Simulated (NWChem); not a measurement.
Species: C2H8BNO; SMILES COB(C)N

```xyz
13

B      0.0216     0.4764     0.0029
C     -0.7489     1.8566    -0.0009
H     -1.8349     1.7068     0.0787
H     -0.5529     2.4187    -0.9294
H     -0.4301     2.5035     0.8328
O     -0.7343    -0.6713     0.0034
C     -0.1536    -1.9395    -0.0020
H      0.4729    -2.1155     0.8928
H     -0.9528    -2.6957    -0.0057
H      0.4740    -2.1079    -0.8975
N      1.4330     0.4214     0.0008
H      1.9747    -0.4313    -0.0020
H      1.9992     1.2573     0.0003
```
Atoms are numbered in this order, from 1.

Program: NWChem. Pople sets run with spherical d functions. Structure relaxed at the PBE0/def2-SVP level. No frequency run checked for a minimum. Ions are spin-unrestricted doublets at the neutral geometry; other ion states weren't tried. Functional: LC-ωPBE (HJS hole) with 6-31G*; rows give the range parameter ω in 1/bohr.

```csv
range parameter (1/bohr),"vertical ionisation energy, ΔSCF (eV)",−ε(HOMO) (eV),ΔSCF minus −ε(HOMO) (eV)
0.05,9.22,6.43,2.79
0.10,9.26,7.16,2.10
0.15,9.34,7.83,1.51
0.40,9.96,10.10,-0.14
0.50,10.10,10.64,-0.54
```
